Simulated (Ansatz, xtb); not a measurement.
# Relative energy of two conformers of C3H8OSn

Structure a is `CC[CH2][Sn][OH]`, a singlet and structure b is `CC[CH2][Sn][OH]`, a singlet. Both are isolated molecules in the gas phase, relaxed with PBE0-D4/def2-SVP.

a (Å):

```tsv
atom	x (Å)	y (Å)	z (Å)
C	1.8917	0.7414	1.0858
C	1.4974	0.4519	-0.3566
C	1.9028	-0.9375	-0.8296
O	-0.5817	-1.6377	0.9961
Sn	0.8914	-2.6822	0.1237
H	2.9792	0.6318	1.2268
H	1.6199	1.7646	1.3876
H	1.3944	0.0474	1.7833
H	0.4053	0.5879	-0.4758
H	1.9448	1.2231	-1.0105
H	2.9921	-1.0906	-0.7141
H	1.7049	-1.0628	-1.9118
H	-0.5403	-0.6856	0.8423
```

b (Å):

| atom | x (Å) | y (Å) | z (Å) |
| --- | --- | --- | --- |
| C | 1.6659 | 1.6881 | 0.1940 |
| C | 0.3735 | 1.1752 | 0.8128 |
| C | 0.0286 | -0.2425 | 0.3734 |
| O | 0.7922 | -3.1792 | -0.2674 |
| Sn | 1.4645 | -1.8107 | 1.0346 |
| H | 2.5270 | 1.0539 | 0.4716 |
| H | 1.9014 | 2.7136 | 0.5170 |
| H | 1.6060 | 1.6898 | -0.9066 |
| H | 0.4564 | 1.2183 | 1.9144 |
| H | -0.4462 | 1.8719 | 0.5578 |
| H | -0.9539 | -0.5581 | 0.7733 |
| H | -0.0566 | -0.3048 | -0.7280 |
| H | 0.0848 | -2.8518 | -0.8368 |

Question: Estimate which is lower in electronic energy at CCSD(T)/def2-SVP + ΔMP2/def2-TZVPP, and by roughly how much.

Answer: CCSD(T)/def2-SVP + ΔMP2/def2-TZVPP gives E(b) − E(a) = +0.02 kJ/mol, slightly favouring structure a, which is too small a margin to settle the true order.

How the difference moves with the method:

```json
{"level": "PBE0-D4/def2-SVP", "geometry": "PBE0-D4/def2-SVP", "E(b) − E(a) (kJ/mol)": "+4.72", "departure from the last row (kJ/mol)": "+4.70", "job, with rough time for the two": "optimisation, 1.8 min"}
{"level": "HF/def2-SVP", "geometry": "PBE0-D4/def2-SVP", "E(b) − E(a) (kJ/mol)": "−0.60", "departure from the last row (kJ/mol)": "−0.62", "job, with rough time for the two": "part of the CCSD(T) run"}
{"level": "MP2/def2-SVP", "geometry": "PBE0-D4/def2-SVP", "E(b) − E(a) (kJ/mol)": "+3.64", "departure from the last row (kJ/mol)": "+3.62", "job, with rough time for the two": "part of the CCSD(T) run"}
{"level": "CCSD(T)/def2-SVP", "geometry": "PBE0-D4/def2-SVP", "E(b) − E(a) (kJ/mol)": "+3.68", "departure from the last row (kJ/mol)": "+3.66", "job, with rough time for the two": "single point"}
{"level": "CCSD(T)/def2-SVP + ΔMP2/def2-TZVPP", "geometry": "PBE0-D4/def2-SVP", "E(b) − E(a) (kJ/mol)": "+0.02", "departure from the last row (kJ/mol)": "", "job, with rough time for the two": "single point, 95 s"}
```

The largest departure from CCSD(T)/def2-SVP + ΔMP2/def2-TZVPP is that of PBE0-D4/def2-SVP, 4.70 kJ/mol. Levels run at GFN2-xTB geometries aren't shown. The last row adds to CCSD(T) the change of the MP2 difference between the two basis sets, here −3.66 kJ/mol.

With thermal terms from frequencies at re-optimised GFN2-xTB minima (ideal gas, soft modes damped towards free rotors, one conformer each, 298.15 K, 1 atm): on the last row, ΔE + ΔZPE = −0.18, ΔH = −0.06, ΔG = −0.33 kJ/mol.

The correlated steps freeze 8 core orbitals; the filled d shell of Sn is correlated, in a basis made for valence electrons. Atoms past krypton carry core potentials in the def2 sets and no spin–orbit term is included. Programs: Ansatz 0.2.0, xtb 6.7.1; the last row on 2 threads of Arm Neoverse V2 on a shared host.
